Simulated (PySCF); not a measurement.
ClHMgSe. Atoms are numbered in the order given.

```xyz
4

Mg     0.0130     0.7277     0.0000
Cl    -0.0050     2.9034     0.0000
Se     0.0399    -1.6594     0.0000
H     -1.4269    -1.6699     0.0000
```
Charge 0, spin multiplicity 1.

Geometry: ωB97X-D3(BJ)/def2-TZVP. The values are those of a single conformer.

All values below come from PySCF with CAM-B3LYP/def2-TZVPD.

Symmetry labels are those of the subgroup Cs that the program uses (full group Cs).

Q: List the valence orbital energies around the gap with their symmetry. (Estimate from the structure and the level; the computed values follow.)

A: 
```tsv
orbital	symmetry	energy (eV)
HOMO−7	A'	-23.50
HOMO−6	A'	-20.90
HOMO−5	A'	-12.20
HOMO−4	A'	-11.48
HOMO−3	A'	-10.30
HOMO−2	A"	-10.30
HOMO−1	A'	-9.59
HOMO	A"	-8.44
LUMO	A'	-0.96
LUMO+1	A'	0.05
LUMO+2	A"	0.36
LUMO+3	A'	0.64
```
